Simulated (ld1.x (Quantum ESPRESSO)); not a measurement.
## Before and after: TM potential for oxygen

| Quantity | Value |
| --- | --- |
| Element | O |
| Generator | ld1.x (Quantum ESPRESSO) 7.5 |
| Type | norm-conserving Troullier–Martins (Kleinman–Bylander form) |
| Functional | PBE |
| Relativity | scalar-relativistic |
| Frozen core | [He] |
| Valence charge | 6 |
| Reference configuration | 2s2 2p2.5 (charge +1.5) |
| Partial waves | 2s (bound): rc 0.55 bohr; 3d channel at 0.45 Ry: rc 1.65 bohr; 2p (bound): rc 1.50 bohr |
| Local potential | the p channel |
| Core correction | a·sin(br)/r model core inside 0.30 bohr |

Change: wave 2p (bound): rc 1.50 bohr becomes 2p (bound): rc 2.04 bohr.

Cutoffs: the cutoffs (Ry, on a coarse ladder) from which the occupation-weighted sum of valence levels, in a spherical-Bessel basis at the reference potential, stays within 10 and 1 mRy of its value at 400 Ry; they do not see the model core or the augmentation charge, which bear on the density cutoff. Errors are all-electron minus pseudo energies relative to the spin-unpolarised reference configuration.

Predict the effect on cutoff, ghosts and configuration errors.

Of the 7 tests that both files solve, the error grows in 7 and shrinks in 0 by more than 15 % and 0.3 meV (median size 15.3 → 70.4 meV); neither file shows a bound ghost. More of the atom is replaced by a form fitted at one configuration, so other configurations suffer.

| quantity | base | changed |
| --- | --- | --- |
| cutoff, loose | 260 Ry | 260 Ry |
| cutoff, tight | over 300 Ry | over 300 Ry |
| loose cutoff by channel (10 mRy a level) | s 230 Ry, p 55 Ry | s 230 Ry, p 35 Ry |
| bound ghosts | none | none |
| error for 2s2 2p4, meV [ΔE -30.87 eV] | -2.1 | +62 |
| error for 2s2 2p3, meV [ΔE -14.44 eV] | +5.9 | +32 |
| error for 2s2 2p2, meV [ΔE 19.14 eV] | +15 | +66 |
| error for 2s0 2p6, meV [ΔE -0.94 eV] | +241 | +718 |
| error for 2s2 2p3.5, meV [ΔE -24.59 eV] | +8.5 | +70 |
| error for 2s1 2p4, meV [ΔE 0.79 eV] | +79 | +211 |
| error for 2s2 2p1, meV [ΔE 73.01 eV] | +292 | +997 |
